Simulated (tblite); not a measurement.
Compound: C7H9ClSi.
Structure used (GFN2-xTB), in Å, numbered top down from 1:
```xyz
18
C7H9ClSi angstrom
Si    -2.3852    0.8176   -0.5026
C     -0.8774    0.1000    0.3741
C     -1.0156   -1.0929    1.2951
C     -0.1187   -1.8280    0.6465
C      0.1960   -0.7626   -0.3735
C      1.1886    0.2756    0.1017
C      2.6417    0.3615   -0.1328
Cl     2.9555    0.8065   -1.8545
C      0.2761    0.9997    0.7530
H     -1.9191    1.7090   -1.5636
H     -3.1613   -0.2940   -1.0533
H     -3.1792    1.5573    0.4812
H     -1.6184   -1.2308    2.1727
H      0.2928   -2.8122    0.7730
H      0.1644   -1.0103   -1.4283
H      3.1068    1.1350    0.4776
H      3.1334   -0.5997    0.0209
H      0.3109    1.8746    1.3746
```

All values are computed: GFN2-xTB (tblite) harmonic vibrations without scaling, gas phase. The method is semi-empirical: single wavenumbers can be off by several per cent or more. Modes of hydrogen on silicon can be 10 to 20 % off. One conformer, not necessarily the lowest.

Harmonic wavenumbers (cm⁻¹): 37.3, 64.2, 93.2, 147.9, 177.5, 219.1, 287.0, 358.8, 435.2, 467.5, 535.6, 554.8, 589.8, 672.3, 706.8, 773.6, 775.6, 783.3, 786.2, 805.7, 836.3, 851.8, 900.7, 971.4, 986.6, 1004.3, 1027.6, 1046.0, 1078.7, 1107.6, 1137.0, 1151.4, 1206.8, 1217.6, 1239.8, 1251.6, 1415.3, 1635.5, 1684.4, 2259.8, 2271.6, 2282.8, 2970.5, 2986.3, 3026.7, 3115.0, 3127.0, 3136.5.

A = 2126, B = 692.2, C = 596.5 MHz; mass 156.016 u (most abundant isotopes); point group C1, symmetry number 1.

Question: What is the zero-point energy?

Answer: Half the sum of the wavenumbers: 28099 cm⁻¹ = 80.34 kcal/mol.

Question: Entropy at 400 K, 1 bar (ideal gas, RRHO, classical rotation)?

Answer: Translation 42.53, rotation 31.16, vibration 39.99: S = 113.7 cal/(mol K).

Question: And Cp and H(400 K) − H(0)?

Answer: Cp = 50.07 cal/(mol K), of which vibrations give 42.12 (their classical limit is 48 R = 95.4); H(400 K) − H(0) = 11.48 kcal/mol without the zero-point energy, 8.30 from vibrations.

Question: What must be added to the electronic energy to get the Gibbs energy at 400 K and 1 bar?

Answer: ZPE + [H(400 K) − H(0)] − T·S = 80.34 + 11.48 − 45.47 = 46.35 kcal/mol.

Question: Which modes carry the vibrational entropy at 400 K?

Answer: 37.3 cm⁻¹: 5.98; 64.2 cm⁻¹: 4.90; 93.2 cm⁻¹: 4.17; 147.9 cm⁻¹: 3.26; 177.5 cm⁻¹: 2.91; 219.1 cm⁻¹: 2.51 cal/(mol K); the other 42 give 16.25 together.

Hindered rotation and anharmonicity are outside this model. Other conformers, if any are populated, would add a mixing term that is left out. The structure is chiral; the term R ln 2 for an equal mix with its mirror image is left out.
